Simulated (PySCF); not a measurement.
Calculated NMR parameters of FCc1cccc([SiH3])c1Cl

```yaml
Formula: C7H8ClFSi
SMILES: FCc1cccc([SiH3])c1Cl
InChI: InChI=1S/C7H8ClFSi/c8-7-5(4-9)2-1-3-6(7)10/h1-3H,4H2,10H3
Point_group_of_the_computed_structure: Cs
Degrees_of_unsaturation: 4
Carbon_signals: 7
Proton_signals: 5
```

Molfile (atoms numbered from 1):
```
C7H8ClFSi
     RDKit          3D

 18 18  0  0  0  0  0  0  0  0999 V2000
    3.6448   -0.4053    0.0634 F   0  0  0  0  0  0  0  0  0  0  0  0
    2.4610   -1.0831    0.1825 C   0  0  0  0  0  0  0  0  0  0  0  0
    1.2759   -0.1725    0.0266 C   0  0  0  0  0  0  0  0  0  0  0  0
    1.4216    1.1876   -0.2087 C   0  0  0  0  0  0  0  0  0  0  0  0
    0.3059    1.9956   -0.3473 C   0  0  0  0  0  0  0  0  0  0  0  0
   -0.9613    1.4516   -0.2506 C   0  0  0  0  0  0  0  0  0  0  0  0
   -1.1478    0.0937   -0.0152 C   0  0  0  0  0  0  0  0  0  0  0  0
   -2.8600   -0.6951    0.1252 Si  0  0  0  0  0  4  0  0  0  0  0  0
   -0.0112   -0.6892    0.1182 C   0  0  0  0  0  0  0  0  0  0  0  0
   -0.2218   -2.3832    0.4123 Cl  0  0  0  0  0  0  0  0  0  0  0  0
    2.4584   -1.8617   -0.5904 H   0  0  0  0  0  0  0  0  0  0  0  0
    2.4613   -1.5573    1.1718 H   0  0  0  0  0  0  0  0  0  0  0  0
    2.4141    1.6046   -0.2824 H   0  0  0  0  0  0  0  0  0  0  0  0
    0.4300    3.0525   -0.5305 H   0  0  0  0  0  0  0  0  0  0  0  0
   -1.8287    2.0858   -0.3583 H   0  0  0  0  0  0  0  0  0  0  0  0
   -3.8377    0.3787   -0.0573 H   0  0  0  0  0  0  0  0  0  0  0  0
   -3.0037   -1.2929    1.4517 H   0  0  0  0  0  0  0  0  0  0  0  0
   -3.0097   -1.7035   -0.9228 H   0  0  0  0  0  0  0  0  0  0  0  0
  1  2  1  0
  2  3  1  0
  3  4  1  0
  4  5  2  0
  5  6  1  0
  6  7  2  0
  7  8  1  0
  7  9  1  0
  9 10  1  0
  9  3  2  0
  2 11  1  0
  2 12  1  0
  4 13  1  0
  5 14  1  0
  6 15  1  0
  8 16  1  0
  8 17  1  0
  8 18  1  0
M  END
```

PySCF 2.14.0 with density-fitted response routines calculation with GIAO PBE0/pcSseg-1 shieldings and geometry: GFN2-xTB; one averaged value for each set of equivalent atoms, no solvent model, relativity neglected, one conformer.

δ = σ(ref) − σ, references computed at the same level: $^{1}$H (σ = 31.72 ppm) and $^{13}$C (σ = 186.93 ppm) and $^{29}$Si (σ = 349.16 ppm) against TMS; $^{19}$F (σ = 170.95 ppm) against CFCl3.

| carbon | δC, type | δH (multiplicity) | HMBC from (2–3 bonds) | span of the C tensor (ppm) |
| --- | --- | --- | --- | --- |
| C2 | 85.6, CH2 | 5.92 (m) | H13 | 87 |
| C3 | 141.7, C | – | H13, H14, H11/H12 | 200 |
| C4 | 132.7, CH | 7.96 (m) | H15, H14, H11/H12 | 233 |
| C5 | 132.0, CH | 7.64 (m) | H13, H15 | 235 |
| C6 | 141.1, CH | 7.84 (d) | H13, H14, H16/H17/H18 | 230 |
| C7 | 137.9, C | – | H15, H14, H16/H17/H18 | 205 |
| C9 | 146.6, C | – | H13, H15, H11/H12, H16/H17/H18 | 173 |

Other nuclei:
| atoms | nucleus | environment | δ (ppm) | σ (ppm) |
| --- | --- | --- | --- | --- |
| H16/H17/H18 | $^{1}$H | hydrogen on a silicon bonded to C | 4.57 | 27.15 |
| F1 | $^{19}$F | fluorine on an sp3 carbon | -267.7 | 438.6 |
| Si8 | $^{29}$Si | silicon bonded to C, 3 H | -72.8 | 421.9 |

Carbon types of the structure: 3 × C, 3 × CH, 1 × CH2, leaving 3 H on heteroatoms. δC 146.6: aromatic carbon bearing chlorine. δC 141.7, 137.9: substituted aromatic carbon. δC 141.1, 132.7, 132.0: aromatic CH. δC 85.6: sp3 CH2 bonded to F, on an aromatic ring; the inductive effect lowers its shielding. δH 7.96, 7.84, 7.64: hydrogen on an aromatic CH; the ring current deshields protons in the ring plane.

Carbons that carry Cl, above all several Cl atoms, come out too deshielded, partly because spin–orbit coupling is missing. Splittings by $^{19}$F in the carbon and heteronuclear signals aren't shown, as no couplings were computed. Shifts are as computed. Against solution values, carbons near 30 ppm lie about +3 ppm off and those near 130 ppm about +5 ppm; carbons on Cl a further +6 ppm. Of 1309 compounds with measured shifts, 239 miss one by over three times the rms of a fit or turn the order of signals round; such compounds aren't used in these exercises. Unscaled 19F shifts against computed CFCl3 carry errors that often reach 10 to 50 ppm. Multiplicities follow the n + 1 count of equivalent neighbours, as no J values were calculated; m marks all less simple cases, F and P coupling included.
